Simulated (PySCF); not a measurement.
AuF₂: fields on a plane

Level of theory: UPBE0/[Au def2-TZVP with ECP60, F def2-TZVP], scalar-relativistic core potentials, density fitting, no spin–orbit coupling, PySCF.

The doublet minimum has Au–F 1.873 Å (×2); F–Au–F 180.0°.

The plane holds Au1 at (0.00, 0.00), F2 at (1.87, 0.00), F3 at (-1.87, 0.00) Å. Columns run from x = -3.75 to 4.05 Å, rows from y = 2.25 (top) to -1.95 Å, in steps of 0.3 Å. Other isomers or separated fragments may lie lower. Core electrons replaced by a potential are absent, the electrostatic potential uses the reduced nuclear charge, and values within about 0.7 Å of such atoms have no physical meaning.

Task: Give the spin density (e/Å³) (cut at ±0.5 e/Å³). Every second row and column.

Result: 
```
 0.00  0.00  0.00  0.00  0.00  0.00  0.00  0.00  0.00  0.00  0.00  0.00  0.00  0.00
 0.00  0.00  0.00  0.00  0.00  0.00  0.00  0.00  0.00  0.00  0.00  0.00  0.00  0.00
 0.00  0.00  0.00  0.00  0.00  0.00  0.00  0.00  0.00  0.00  0.00  0.00  0.00  0.00
 0.00  0.00  0.00  0.00 -0.01  0.00  0.03  0.00  0.00  0.00 -0.01  0.00  0.00  0.00
 0.00  0.00 -0.01  0.04 -0.01  0.01  0.00  0.02  0.00  0.03 -0.01  0.00  0.00  0.00
 0.00  0.00  0.00  0.00  0.00  0.00  0.00  0.00  0.00  0.00  0.00  0.00  0.00  0.00
 0.00  0.00  0.00  0.00  0.00  0.00  0.00  0.00  0.00  0.00  0.00  0.00  0.00  0.00
 0.00  0.00  0.00  0.00  0.00  0.00  0.00  0.00  0.00  0.00  0.00  0.00  0.00  0.00
```

Task: Give the electrostatic potential (V) (cut at 20 V). Lower edges of the bins (V): '0' -0.84, '1' -0.72, '2' -0.53, '3' -0.22, '4' 0.27, '5' 1.05, '6' 2.28, '7' 4.23, '8' 7.33, '9' 12.23; top 20.0.

Result: 
```
322233333444444443333322233
222222334444554444332222222
222222234455555544322222222
221101234566776654321011222
210001345678888765431000122
110035776799999976775300112
100269998899999988999620012
100379999999999999999730012
100379999999999999999730012
100269998899999988999620012
110035776799999976775300112
210001345678888765431000122
221101234566776654321011222
222222234455555544322222222
222222334444554444332222222
```

Open d and f shells are described by one determinant, and the ground state may have another occupation or spin. With an element this heavy the missing spin–orbit coupling can shift these numbers.
